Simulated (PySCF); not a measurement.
Species: arsenic dihydride radical, AsH2 (doublet state).
SMILES: `[AsH2]`

Level of theory: PBE0-D3(BJ)/def2-SVP geometry optimisation, gas phase (PySCF).

Masses are those of the commonest isotopes; rigid-rotor values at the optimised geometry. 

(1) What are A, B and C (MHz)?

(2) Classify the top.

(3) List the rotational levels J(Ka,Kc) to J = 5 (MHz).

(4) Predict some low-J microwave lines.

## Answers

(1) Ia = 2.27, Ib = 2.39, Ic = 4.66 u·Å²; 505379 MHz·u·Å²/I gives A = 222941, B = 211515, C = 108539 MHz.

(2) An asymmetric top: κ = (2 × 211515 − 222941 − 108539)/(222941 − 108539) = 0.80.

(3) Above 0(0,0):
J = 1: 1(0,1) 320053, 1(1,1) 331480, 1(1,0) 434456
J = 2: 2(0,2) 867712, 2(1,2) 868611, 2(1,1) 1177538, 2(2,1) 1211819, 2(2,0) 1304267
J = 3: 3(0,3) 1627948, 3(1,3) 1627992, 3(1,2) 2167520, 3(2,2) 2171979, 3(2,1) 2464352, 3(3,1) 2532868, 3(3,0) 2611195
J = 4: 4(0,4) 2604831, 4(1,4) 2604833, 4(1,3) 3363833, 4(2,3) 3364143, 4(2,2) 3897371, 4(3,2) 3910503, 4(3,1) 4181260, 4(4,1) 4295218, 4(4,0) 4357693
J = 5: 5(0,5) 3798766, 5(1,5) 3798766, 5(1,4) 4775099, 5(2,4) 4775115, 5(2,3) 5532542, 5(3,3) 5533772, 5(3,2) 6055147, 5(4,2) 6084780, 5(4,1) 6329389, 5(5,1) 6499561, 5(5,0) 6546488
Those of J = 1 are B + C, A + C and A + B.

(4) The dipole components are |μa| = 0.00 D, |μb| = 0.44 D, |μc| = 0.00 D; the symmetry axis of this C2v structure is b, so μa and μc vanish by symmetry and there are no a-type or c-type lines. Some lines, for components of 0.1 D or more:

```
type  branch         J(Ka,Kc)      MHz  lower level (cm⁻¹)
   b       Q  2(2,1) ← 2(1,2)   343208              28.974
   b       R  2(1,2) ← 1(0,1)   548558              10.676
   b       Q  4(1,3) ← 4(0,4)   759002              86.888
   b       R  3(1,2) ← 2(2,1)   955701              40.422
   b       R  2(2,0) ← 1(1,1)   972787              11.057
   b       Q  5(2,4) ← 5(1,5)   976350             126.713
   b       R  4(2,3) ← 3(1,2)  1196623              72.301
   b       R  4(3,2) ← 3(2,1)  1446151              82.202
   b       R  5(3,2) ← 4(4,1)  1759929             143.273
   b       R  4(3,1) ← 3(2,2)  2009281              72.449
```

For this open shell read J as N, the rotation without spin; fine and hyperfine splittings come on top. No frequency check. ⟨S²⟩ = 0.754 (exact for a doublet: 0.75). Constants of a rigid frame at the computed geometry: no zero-point averaging, no centrifugal distortion. Quadrupole hyperfine structure (75As) is left out.
